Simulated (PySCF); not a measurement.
# A small calculation by hand: entropy of an ideal gas

Si(F)2(OH)2 (F2H2O2Si), SMILES F[Si](F)(O)O.

Geometry: ωB97X-D3(BJ)/def2-SVP. Other conformers were not sampled.

ωB97X-D3(BJ)/def2-SVP run with PySCF gives the harmonic wavenumbers 103, 188, 263, 303, 359, 368, 380, 771, 779, 794, 975, 1017, 1042, 3945, 3951 cm⁻¹ and the rotational temperatures 0.1937, 0.1892, 0.1819 K. The molar mass is 100.10 g/mol, the symmetry number 1, the spin multiplicity 1.

Problem. Work out the entropy at 298.15 K and 1 atm in the rigid-rotor, harmonic-oscillator model.

Solution. 
Translation (Sackur–Tetrode at 1 atm): S = R[1.5 ln M + 2.5 ln T − 1.16487] = 166.2 J/(mol K).
Rotation: q = (√π/σ) T^1.5/√(θA θB θC) = 112000, S = R[ln q + 3/2] = 109.1 J/(mol K).
Vibration: with u = 1.4388 ν/T, each mode gives R[u/(e^u − 1) − ln(1 − e^−u)]:
```
ν (cm⁻¹)  modes     u  S (J/(mol K))
--------  -----  ----  -------------
103           1  0.50          14.21
188           1  0.91           9.40
263           1  1.27           6.87
303           1  1.46           5.86
359           1  1.73           4.71
368           1  1.78           4.55
380           1  1.83           4.35
771           1  3.72           0.97
779           1  3.76           0.94
794           1  3.83           0.89
975           1  4.71           0.43
1017          1  4.91           0.37
1042          1  5.03           0.33
```
The stiffer modes add less than 0.005 each. Sum 53.9 J/(mol K).
Spin: R ln 1 = 0.0 J/(mol K).
Total 329.2 J/(mol K); the program's own thermochemistry gives 329.1. Translation makes up 50 % and vibration 16 %. Anharmonicity, hindered rotation and orbital degeneracy are left out.
